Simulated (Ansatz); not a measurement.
Total energies of Ge2H2 from Ansatz at PBE0-D4/def2-TZVP, gas phase (1 Eh = 27.2114 eV = 2625.5 kJ/mol). The reference geometry is relaxed at r2SCAN-D4/def2-TZVP.

Cartesian coordinates in Å:
```
Ge -0.548 1.087 -0.255
Ge 1.071 -0.497 0.391
H -0.588 -0.230 0.909
H 0.064 -0.360 -1.045
```

| state | geometry | energy (Eh) |
| --- | --- | --- |
| charge 0 singlet | reference | -4154.64467 |
| charge 1 doublet | reference | -4154.35885 |
| charge 1 doublet | relaxed at r2SCAN-D4/def2-TZVP | -4154.36004 |
| charge 0 triplet | relaxed at r2SCAN-D4/def2-TZVP | -4154.58915 |
| charge 0 quintet | relaxed at r2SCAN-D4/def2-TZVP | -4154.49408 |
| free Ge atom (triplet) | – | -2076.65516 |
| free H atom (doublet) | – | -0.50104 |

Task: Work out the vertical ionisation energy to the doublet.

Result: E(charge 1 doublet) − E(charge 0 singlet) = -4154.35885 − (-4154.64467) = 0.28582 Eh = 7.78 eV. For comparison, −ε of the highest occupied level is 5.73 eV at this level, 2.05 eV less.

Task: How much does the charge 1 doublet relax, and what is the adiabatic ionisation energy?

Result: Relaxation: -4154.35885 − (-4154.36004) = 0.00119 Eh = 0.03 eV. Adiabatic ionisation energy: 0.28463 Eh = 7.75 eV, without zero-point energy. 

Task: Which of the charge 0 states is lowest, and how far above it are the others?

Result: The singlet. triplet: -4154.58915 − (-4154.64467) = 0.05552 Eh = 145.8 kJ/mol; quintet: -4154.49408 − (-4154.64467) = 0.15059 Eh = 395.4 kJ/mol.

Task: What is the binding energy per atom against free atoms?

Result: Atoms: 2 × (-2076.65516) + 2 × (-0.50104) = -4154.31240 Eh. Binding: -4154.31240 − (-4154.64467) = 0.33227 Eh = 9.04 eV, or 2.26 eV for each of 4 atoms (no zero-point energy, no counterpoise term).

The structure comes from a short search, and lower isomers may exist.
